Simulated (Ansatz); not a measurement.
CH$_{6}$BNOSi (`B[SiH2]C(=N)O`), relaxed with RKS PBE-D4/def2-SVP in the Gaussian-basis code of Ansatz from a rough embedded geometry. The force threshold is 0.03 eV/Å; the program also tests the step.

The species carries charge 0 and has multiplicity 1.

Start:

```xyz
11

B     0.206    2.014   -0.501
Si   -0.700    0.665    0.491
C     0.025   -0.984    0.118
N     1.055   -1.451    0.941
O    -0.438   -1.751   -0.922
H     0.783    2.897   -0.043
H     0.231    1.922   -1.725
H    -2.095    0.617    0.157
H    -0.516    1.013    1.921
H     1.476   -2.323    0.716
H    -0.027   -2.621   -1.153
```

**Question.** By how much does the energy fall, and how many steps does the optimiser take? (Estimate.)

**Answer.** Computed: 96.70 kJ/mol, in 19 steps, 3 of them rejected.

**Question.** Which bonds change most? (Best estimate.)

**Answer.** The calculation gave: C3–N4 from 1.398 to 1.280 Å; B1–Si2 from 1.904 to 2.011 Å; Si2–H8 from 1.435 to 1.516 Å; Si2–C3 from 1.839 to 1.918 Å.

**Question.** Give the relaxed structure. (An estimate is asked.)

**Answer.** The calculation gave: 
```xyz
11

B     0.167    2.064   -0.655
Si   -0.535    0.667    0.609
C     0.115   -1.094    0.213
N     0.820   -1.731    1.070
O    -0.239   -1.492   -1.048
H     0.159    3.243   -0.352
H     0.563    1.766   -1.766
H    -2.032    0.672    0.367
H    -0.295    0.942    2.066
H     1.127   -2.659    0.712
H     0.149   -2.378   -1.216
```
